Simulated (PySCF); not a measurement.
Compound: C4H6BN.
SMILES with atom numbers: `[CH:1]#[C:2]/[CH:3]=[CH:4]\[BH:5][NH2:6]` (hydrogens: H7 on C1; H8 on C3; H9 on C4; H10 on B5; H11, H12 on N6)

Computed by this run: PBE0-D3(BJ)/def2-SVP geometry optimisation, gas phase (PySCF 2.14.0); density fitting, grid level 1; the optimiser is geomeTRIC in internal coordinates, started from a GFN2-xTB structure with every atom displaced at random (about 0.01 Å).

Step 2: E = -6398.4331 eV
```
atom  x, y, z in Å  |  force x, y, z in eV/Å
C1      1.7822    1.5722   -0.6600   -0.016   0.007  -0.010
C2      1.4815    0.3959   -0.5858    0.188   0.079  -0.024
C3      1.1981   -0.9952   -0.5160   -0.321  -0.017   0.061
C4     -0.0084   -1.5267   -0.1992    0.236  -0.124  -0.008
B5     -1.3345   -0.7894    0.2013    0.037   0.073  -0.036
N6     -1.4928    0.5858    0.0687   -0.050  -0.035   0.021
H7      2.0528    2.6102   -0.7256   -0.009  -0.010   0.004
H8      2.0483   -1.6538   -0.7406   -0.030   0.044  -0.007
H9     -0.0224   -2.6225   -0.1962   -0.051  -0.034   0.016
H10    -2.2644   -1.4281    0.6483    0.023  -0.001  -0.023
H11    -2.3462    1.0544    0.3393   -0.003   0.032  -0.004
H12    -0.7670    1.1979   -0.2867   -0.005  -0.015   0.010
```

Step 3: E = -6398.4317 eV
```
atom  x, y, z in Å  |  force x, y, z in eV/Å
C1      1.8428    1.5747   -0.6799   -0.005   0.089  -0.006
C2      1.5147    0.4071   -0.5948   -0.137  -0.063   0.035
C3      1.1875   -0.9775   -0.5137    0.370   0.001  -0.044
C4     -0.0042   -1.5197   -0.1898   -0.265  -0.025   0.028
B5     -1.3447   -0.7931    0.2009    0.078  -0.060  -0.025
N6     -1.5364    0.5783    0.0832    0.108  -0.021  -0.022
H7      2.1354    2.6073   -0.7547   -0.008  -0.061   0.005
H8      2.0376   -1.6420   -0.7341   -0.078   0.059  -0.016
H9     -0.0166   -2.6177   -0.1935   -0.011   0.065   0.036
H10    -2.2661   -1.4529    0.6278   -0.033  -0.030   0.008
H11    -2.4013    1.0248    0.3516   -0.033   0.036   0.003
H12    -0.8214    1.2115   -0.2557    0.014   0.010  -0.001
```

Step 4: E = -6398.4354 eV
```
atom  x, y, z in Å  |  force x, y, z in eV/Å
C1      1.8137    1.5756   -0.6726   -0.004   0.062  -0.007
C2      1.4985    0.4041   -0.5910   -0.072  -0.048   0.019
C3      1.1861   -0.9838   -0.5142    0.273  -0.006  -0.019
C4     -0.0053   -1.5287   -0.1897   -0.200  -0.014   0.014
B5     -1.3393   -0.7926    0.2006    0.056  -0.043  -0.024
N6     -1.5127    0.5809    0.0777    0.054  -0.015  -0.006
H7      2.0950    2.6112   -0.7442   -0.003  -0.043   0.004
H8      2.0395   -1.6420   -0.7367   -0.062   0.047  -0.019
H9     -0.0209   -2.6262   -0.1927    0.000   0.053   0.032
H10    -2.2674   -1.4421    0.6296   -0.028  -0.021   0.005
H11    -2.3713    1.0414    0.3440   -0.025   0.022   0.002
H12    -0.7887    1.2027   -0.2635    0.010   0.005   0.000
```

Step 5: E = -6398.4360 eV
```
atom  x, y, z in Å  |  force x, y, z in eV/Å
C1      1.7941    1.5737   -0.6703   -0.024  -0.036   0.001
C2      1.4917    0.3984   -0.5877    0.081   0.049  -0.008
C3      1.1973   -0.9913   -0.5106   -0.228   0.048   0.015
C4     -0.0060   -1.5245   -0.1897    0.156  -0.077  -0.011
B5     -1.3384   -0.7924    0.1980    0.006   0.060  -0.001
N6     -1.5006    0.5830    0.0779   -0.026   0.013   0.016
H7      2.0665    2.6099   -0.7424    0.006   0.025   0.000
H8      2.0441   -1.6477   -0.7455    0.016  -0.020   0.008
H9     -0.0235   -2.6196   -0.1861   -0.018  -0.049   0.008
H10    -2.2725   -1.4402    0.6224    0.015   0.002  -0.021
H11    -2.3574    1.0526    0.3381    0.015  -0.009  -0.007
H12    -0.7681    1.1988   -0.2568    0.000  -0.006   0.001
```

Question: Estimate the geometry and energy of step 6. (The exact step hangs on the optimiser's Hessian estimate; all steps are aligned on step 5, rigid shifts and turns removed.)

Answer: E = -6398.4371 eV, largest force 0.062 eV/Å
```
atom  x, y, z in Å  |  force x, y, z in eV/Å
C1      1.7881    1.5757   -0.6696   -0.009  -0.006  -0.002
C2      1.4868    0.4003   -0.5866    0.028   0.002   0.003
C3      1.1910   -0.9900   -0.5091   -0.056   0.009  -0.026
C4     -0.0065   -1.5323   -0.1894    0.041  -0.006   0.015
B5     -1.3358   -0.7926    0.1970   -0.016   0.011   0.005
N6     -1.4934    0.5833    0.0770   -0.005   0.006   0.009
H7      2.0597    2.6125   -0.7418    0.004   0.006   0.000
H8      2.0408   -1.6436   -0.7443    0.015  -0.007   0.007
H9     -0.0241   -2.6282   -0.1857   -0.002  -0.006   0.005
H10    -2.2722   -1.4366    0.6205   -0.001  -0.001  -0.014
H11    -2.3485    1.0558    0.3365    0.002  -0.007  -0.002
H12    -0.7585    1.1964   -0.2572   -0.001  -0.002   0.000
```

The energy changes by -0.0012 eV. The first-order estimate −F·Δx gives -0.0021 eV and the mean of the old and new forces, exact on a quadratic surface, -0.0011 eV. The step makes an angle of 75° with the force vector and moves no atom by more than 0.010 Å.

The cost below is that of the whole optimisation. On one thread of an Intel Xeon 6975P-C, shared host, this took 26 s and 0.48 GiB of memory at its peak.
